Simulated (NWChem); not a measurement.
System: CH4F2OSn; SMILES [F][Sn]([F])([CH3])[OH]

```xyz
9

C      0.1285     2.1286    -0.0089
Sn    -0.0121     0.0202     0.0003
O     -1.8493    -0.6585     0.0360
F      0.8639    -0.8010    -1.5129
F      0.9203    -0.7901     1.4853
H      0.6839     2.4446     0.8835
H      0.6603     2.4381    -0.9178
H     -0.8858     2.5478     0.0028
H     -1.8866    -1.6230     0.0297
```
Atoms are numbered in this order, from 1.

Computed with NWChem. Coordinates come from a PBE0/def2-SVP optimisation. No frequency run checked for a minimum. def2 effective core potentials on Sn; no spin-orbit coupling.

For level LDA (Slater exchange, PW92)/def2-SVP:

| Property | Value |
|---|---|
| highest occupied level (eV) | -7.41 |
| orbital gap (eV) | 4.90 |

Task: Estimate the same quantities for level LC-BLYP (range parameter 0.33 per bohr)/def2-SVP.

Result: The highest occupied level (eV) comes out as -11.36. The orbital gap (eV) is 12.04.
